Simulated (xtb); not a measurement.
I₅Ta, charge +1, doublet, from a rough starting geometry (GFN-xTB shapes and energies of metal compounds can be far from the true ones) (the multiplicity is a formal guess); xtb 6.7.1 with GFN2-xTB.

xtb was given this input:
```
$ xtb mol.xyz --gfn 2 --chrg 1 --uhf 1 --opt vtight --json

# file mol.xyz
6

Ta     0.01045049    -0.02558114     0.03843008
I      2.26595500    -0.42916136    -1.43454107
I      1.24635194    -0.99711966     2.25138353
I     -1.25227384     1.02394802    -2.24823328
I     -1.95862432    -1.93303194     0.14515997
I     -0.32915062     2.33580460     1.31578854
```

Write the output that xtb gives for this input, abridged.


```
   ID    Z sym.   atoms
    1   73 Ta     1
    2   53 I      2-6

           -------------------------------------------------
          |                Calculation Setup                |
           -------------------------------------------------

           -------------------------------------------------
          |                 G F N 2 - x T B                 |
           -------------------------------------------------

          ...................................................
          :                      SETUP                      :
          :.................................................:
          :  # basis functions                  60          :
          :  # atomic orbitals                  54          :
          :  # shells                           18          :
          :  # electrons                        39          :
          :  max. iterations                   250          :
          :  Hamiltonian                  GFN2-xTB          :
          :  restarted?                      false          :
          :  GBSA solvation                  false          :
          :  PC potential                    false          :
          :  electronic temp.          300.0000000     K    :
          :  accuracy                    1.0000000          :
          :  -> integral cutoff          0.2500000E+02      :
          :  -> integral neglect         0.1000000E-07      :
          :  -> SCF convergence          0.1000000E-05 Eh   :
          :  -> wf. convergence          0.1000000E-03 e    :
          :  Broyden damping             0.4000000          :
          :  net charge                          1          :
          :  unpaired electrons                  1          :
          ...................................................

 iter      E             dE          RMSdq      gap      omega  full diag
   1    -20.6463018 -0.206463E+02  0.104E+01    1.12       0.0  T
   2    -20.4177927  0.228509E+00  0.132E+01    2.84       1.0  T
   3    -20.7004897 -0.282697E+00  0.853E+00    1.65       1.0  T
   4    -20.7132962 -0.128065E-01  0.742E+00    1.49       1.0  T
   5    -20.7463492 -0.330530E-01  0.683E+00    1.81       1.0  T
   6    -20.7166117  0.297375E-01  0.609E+00    1.25       1.0  T
   7    -20.7700930 -0.534813E-01  0.359E+00    1.58       1.0  T
   8    -20.7827052 -0.126122E-01  0.319E+00    1.81       1.0  T
   9    -20.7867224 -0.401718E-02  0.221E+00    1.76       1.0  T
[...]
 * total energy  :   -20.7663584 Eh     change        0.3773809E-02 Eh
 * total energy  :   -20.7707977 Eh     change       -0.4439212E-02 Eh
 * total energy  :   -20.7705858 Eh     change        0.2118588E-03 Eh
 * total energy  :   -20.7708996 Eh     change       -0.3137648E-03 Eh
 * total energy  :   -20.7708944 Eh     change        0.5210942E-05 Eh
 * total energy  :   -20.7709068 Eh     change       -0.1249494E-04 Eh
 * total energy  :   -20.7709072 Eh     change       -0.3424765E-06 Eh
 * total energy  :   -20.7709078 Eh     change       -0.5894552E-06 Eh
 * total energy  :   -20.7709091 Eh     change       -0.1348751E-05 Eh
 * total energy  :   -20.7709094 Eh     change       -0.2843178E-06 Eh
 * total energy  :   -20.7709096 Eh     change       -0.1550201E-06 Eh
 * total energy  :   -20.7709096 Eh     change       -0.5884633E-07 Eh
   *** GEOMETRY OPTIMIZATION CONVERGED AFTER 18 ITERATIONS ***
         :: total energy             -20.770909627009 Eh    ::
[...]
      -------------------------------------------------------------
                  HL-Gap            0.0611708 Eh            1.6645 eV
             Fermi-level           -0.5969809 Eh          -16.2447 eV

     #   Z          covCN         q      C6AA      α(0)
     1  73 Ta       4.042     0.939   171.786    19.397
     2  53 I        1.020     0.010   371.165    33.258
     3  53 I        1.114     0.014   370.870    33.244
     4  53 I        1.119     0.015   370.802    33.241
     5  53 I        1.020     0.010   371.163    33.257
     6  53 I        1.026     0.011   371.115    33.255

 Mol. C6AA /au·bohr⁶  :      11941.551209
 Mol. C8AA /au·bohr⁸  :    1201589.111514
 Mol. α(0) /au        :        185.652651

Wiberg/Mayer (AO) data.
largest (>0.10) Wiberg bond orders for each atom

 ---------------------------------------------------------------------------
     #   Z sym  total        # sym  WBO       # sym  WBO       # sym  WBO
 ---------------------------------------------------------------------------
     1  73 Ta   5.546 --     2 I    1.216     5 I    1.216     6 I    1.211
                             3 I    0.957     4 I    0.946
     2  53 I    1.479 --     1 Ta   1.216
     3  53 I    1.099 --     1 Ta   0.957
     4  53 I    1.090 --     1 Ta   0.946
     5  53 I    1.479 --     1 Ta   1.216
     6  53 I    1.477 --     1 Ta   1.211
 ---------------------------------------------------------------------------

Topologies differ in total number of bonds
Writing topology from bond orders to xtbtopo.mol

molecular dipole:
                 x           y           z       tot (Debye)
 q only:       -0.005      -0.007       0.022
   full:       -0.004      -0.009       0.024       0.065
molecular quadrupole (traceless):
                xx          xy          yy          xz          yz          zz
 q only:       -0.101      -0.118      -0.118       0.247      -0.197       0.219
  q+dip:        1.082       1.374       1.567      -2.964       2.491      -2.649
   full:        0.926       1.186       1.370      -2.566       2.168      -2.296

optimized geometry written to: xtbopt.xyz

           -------------------------------------------------
          | TOTAL ENERGY              -20.770909627009 Eh   |
          | GRADIENT NORM               0.000022398861 Eh/α |
          | HOMO-LUMO GAP               1.664542560925 eV   |
           -------------------------------------------------

normal termination of xtb
```
